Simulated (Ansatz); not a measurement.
`CNB(F)S`. Charge 0, multiplicity 1.

Cartesian coordinates in Å:
```
C 0.4344 1.4598 0.3582
N 0.1700 0.0534 0.5598
B -0.3039 -0.8313 -0.4059
F -0.5526 -0.3930 -1.6474
S -0.5933 -2.5912 -0.0037
H 1.4843 1.7016 0.5479
H 0.2085 1.7237 -0.6740
H -0.1852 2.0822 1.0106
H 0.3527 -0.2874 1.4885
H -1.0149 -2.9179 -1.2339
```

Give the diagnostics of a CCSD(T)/def2-TZVPP run (frozen core, the Gaussian-basis code of Ansatz). (Estimate.)

Computed: T1 = 0.0116, largest single amplitude 0.023, largest double 0.029, (T) share of the correlation energy 3.7 %, 9 CCSD cycles. The RHF solution is stable towards an unrestricted one. T1 lies under the customary mark of 0.02 for closed shells.
